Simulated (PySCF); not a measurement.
Run record: geometry optimisation, `C[O][Al-]([O]C)([O]C)[O]C`.

Method: PBE0-D3(BJ)/def2-SVP geometry optimisation, gas phase (PySCF 2.14.0). Start geometry: GFN2-xTB. The input is one job of a driver script: a line of settings, then coordinates in Å.

Input:
```
{"job": {"xc": "PBE0", "basis": "def2-SVP", "d3": "d3bj", "grid": 1, "kind": "geom"}, "charge": -1, "multiplicity": 1}
C     -0.675551    -2.640770    -1.345971
O     -0.353285    -1.535267    -0.622589
Al     0.001520     0.019551    -0.007347
O     -1.203276     1.112421    -0.532563
C     -1.927612     2.184943    -0.950792
O      0.041523    -0.055099     1.703227
C     -0.258190    -0.350219     2.997590
O      1.523657     0.562627    -0.568346
C      2.855530     0.809950    -0.699440
H     -1.730629    -2.630132    -1.673271
H     -0.529866    -3.563624    -0.752637
H     -0.056362    -2.738028    -2.255387
H     -2.415998     2.705197    -0.106198
H     -2.728908     1.880604    -1.650952
H     -1.306154     2.931789    -1.474374
H      0.658790    -0.544884     3.585793
H     -0.790682     0.482179     3.493172
H     -0.897972    -1.244008     3.090024
H      3.070129     1.334882    -1.649956
H      3.240802     1.445572     0.116805
H      3.455764    -0.116841    -0.698210
```

Output:
```
step   0  E = -702.12244491  max force = 0.027550
step   1  E = -702.13352990  max force = 0.009740
step   2  E = -702.13574971  max force = 0.006813
step   3  E = -702.14274648  max force = 0.020140
step   4  E = -702.14554436  max force = 0.020558
step   5  E = -702.14884539  max force = 0.009513
step   6  E = -702.14963326  max force = 0.002369
step   7  E = -702.14973999  max force = 0.001795
step   8  E = -702.14987937  max force = 0.000938
step   9  E = -702.14992264  max force = 0.000691
... (8 lines left out)
step  18  E = -702.15073611  max force = 0.001277
step  19  E = -702.15079770  max force = 0.002287
step  20  E = -702.15085947  max force = 0.002494
step  21  E = -702.15101013  max force = 0.002423
step  22  E = -702.15118290  max force = 0.002822
step  23  E = -702.15125406  max force = 0.002728
step  24  E = -702.15139647  max force = 0.001082
step  25  E = -702.15142948  max force = 0.000477
step  26  E = -702.15144043  max force = 0.000475
step  27  E = -702.15144452  max force = 0.000395
optimisation converged
```

Energies in Eh; «max force» is the largest Cartesian gradient component in Eh/bohr.

Task: How much energy does the optimisation release, in eV?

Result: E(step 0) − E(last step) = 0.029000 Eh, which is 0.789 eV.

Summary of the converged run: final energy -702.15144 Eh after 27 steps.

Task: Give the final coordinates.

Result: 0.611 Å rms from the input after alignment:
```
atom  x, y, z in Å
C1    -1.1179   -2.1815   -1.3293
O2    -0.3324   -1.6954   -0.3180
Al3   -0.0017    0.0053    0.0154
O4    -1.4032    0.9103   -0.5566
C5    -1.4033    2.1875   -1.0518
O6     0.3341    0.1122    1.7437
C7    -0.1690   -0.7078    2.7187
O8     1.3985    0.6932   -0.8075
C9     2.6865    0.7104   -0.3426
H10   -1.8299   -1.4287   -1.7318
H11   -1.7323   -3.0504   -0.9975
H12   -0.5265   -2.5492   -2.2016
H13   -1.7698    2.9391   -0.3126
H14   -2.0717    2.2899   -1.9379
H15   -0.3971    2.5324   -1.3736
H16    0.5718   -0.8831    3.5326
H17   -1.0707   -0.2845    3.2226
H18   -0.4677   -1.7089    2.3393
H19    3.2072    1.6612   -0.6011
H20    2.7554    0.6030    0.7617
H21    3.3173   -0.1031   -0.7743
```

Time: 7.5 min wall. Hardware: Arm Neoverse V2, one thread, on a shared host.
Labels such as C1 count atoms from 1, the log's own numbers from 0.
